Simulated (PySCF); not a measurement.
**Working out the ionisation energy of Cd+**

Cd+ [Kr] 4d10 5s1 (2S) → Cd(2+) [Kr] 4d10 (1S). Calculation: PySCF 2.14, in x2c-TZVPPall with one added diffuse shell each of s, p, d, f type (9s7p7d3f1g, 95 functions); the spin-free X2C one-electron Hamiltonian (Gaussian nucleus). Frozen: [Ar] 3d10. Energies in hartree (1 hartree = 27.21139 eV):

| part | Cd+ (lower) | Cd(2+) (upper) |
| --- | --- | --- |
| UHF | -5591.044129 | -5590.472002 |
| CCSD correlation | -0.636523 | -0.596417 |
| (T) | -0.015772 | -0.012567 |

What does Hartree-Fock give?

(-5590.472002) − (-5591.044129) = 0.572127 hartree = 15.568 eV.

What do CCSD and CCSD(T) give?

The CCSD correlation energies differ by 0.040106 hartree = 1.091 eV and the triples by 0.003205 hartree = 0.087 eV, so CCSD gives 16.659 eV and CCSD(T) 16.746 eV.

Measured between the centres of the two terms (NIST): 16.908 eV, so CCSD(T) (valence and next inner shell) is off by -0.162 eV.

What remains against the reference includes basis incompleteness, the frozen core and higher excitations.
